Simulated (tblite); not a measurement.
C4H9PSi2.
Geometry (GFN2-xTB, Å), atoms numbered from 1 in this order:
```
atom  x, y, z in Å
C1     3.0633   -0.2888   -1.3354
C2     2.2932   -0.2447   -0.4125
Si3    1.0550   -0.1179    0.9610
C4    -0.4265   -1.2634    0.5458
C5    -1.3513   -0.5969   -0.4716
Si6   -1.7587    1.1996    0.0577
P7     0.1103    1.9283    1.0646
H8     3.7461   -0.3395   -2.1349
H9     1.7004   -0.4585    2.2334
H10   -0.9832   -1.4591    1.4652
H11   -0.0842   -2.2305    0.1742
H12   -2.2625   -1.1837   -0.5967
H13   -0.8544   -0.5802   -1.4451
H14   -2.8296    1.2141    1.0607
H15   -2.1338    2.0201   -1.0953
H16    0.7084    2.4098   -0.0826
```

All values are computed: GFN2-xTB (tblite) harmonic vibrations without scaling, gas phase. Errors from tens to a few hundred cm⁻¹ against measured bands are possible. Modes of hydrogen on phosphorus and silicon can be 10 to 20 % off. One conformer, not necessarily the lowest.

Harmonic wavenumbers (cm⁻¹): 35.5, 82.1, 101.6, 185.0, 216.7, 272.6, 285.6, 373.0, 433.8, 443.6, 467.6, 531.5, 571.9, 585.6, 609.3, 637.4, 656.2, 672.4, 681.2, 699.5, 705.1, 742.2, 767.0, 774.4, 840.1, 1052.9, 1062.4, 1126.4, 1275.7, 1276.2, 1476.2, 1487.7, 2197.2, 2207.2, 2219.3, 2240.3, 2332.7, 2951.9, 2962.3, 2973.1, 2982.1, 3351.3.

A = 2119, B = 1097, C = 924.9 MHz; mass 143.998 u (most abundant isotopes); point group C1, symmetry number 1.

**Question.** What is the zero-point energy?

**Answer.** Half the sum of the wavenumbers: 23773 cm⁻¹ = 67.97 kcal/mol.

**Question.** What is S at 400 K and 1 bar for an ideal gas of classical rigid rotors and harmonic oscillators?

**Answer.** Translation 42.29, rotation 30.27, vibration 39.56: S = 112.1 cal/(mol K).

**Question.** And Cp and H(400 K) − H(0)?

**Answer.** Cp = 48.82 cal/(mol K), of which vibrations give 40.87 (their classical limit is 42 R = 83.5); H(400 K) − H(0) = 11.58 kcal/mol without the zero-point energy, 8.40 from vibrations.

**Question.** Blend soft modes into free rotors: weight 1/[1 + (100 cm⁻¹/ν̃)⁴] for the oscillator and the rest for a rotor with moment μB/(μ + B), μ = h/(8π²ν), B = 10⁻⁴⁴ kg m². What vibrational entropy results?

**Answer.** 36.50 cal/(mol K) in place of 39.56, which changes −T·S at 400 K by +1.22 kcal/mol.

**Question.** How do the functions run with temperature in this model?

**Answer.** 
```csv
T (K),S (cal/(mol K)),Cp (cal/(mol K)),H − H(0) (kcal/mol),G − H(0) (kcal/mol),ln q(vib)
100,69.5,17.5,1.25,-5.70,1.71
200,85.2,29.4,3.58,-13.45,4.11
300,99.3,40.5,7.10,-22.68,6.69
500,123.7,55.1,16.79,-45.07,11.95
800,152.5,67.4,35.33,-86.70,19.25
1000,168.2,72.8,49.38,-118.80,23.61
```

q(vib) and H(0) count from the zero-point level.

**Question.** Which modes carry the vibrational entropy at 400 K?

**Answer.** 35.5 cm⁻¹: 6.08; 82.1 cm⁻¹: 4.42; 101.6 cm⁻¹: 4.00; 185.0 cm⁻¹: 2.83; 216.7 cm⁻¹: 2.53; 272.6 cm⁻¹: 2.10 cal/(mol K); the other 36 give 17.59 together.

Hindered rotation and anharmonicity are outside this model. Other conformers, if any are populated, would add a mixing term that is left out. The structure is chiral; the term R ln 2 for an equal mix with its mirror image is left out.
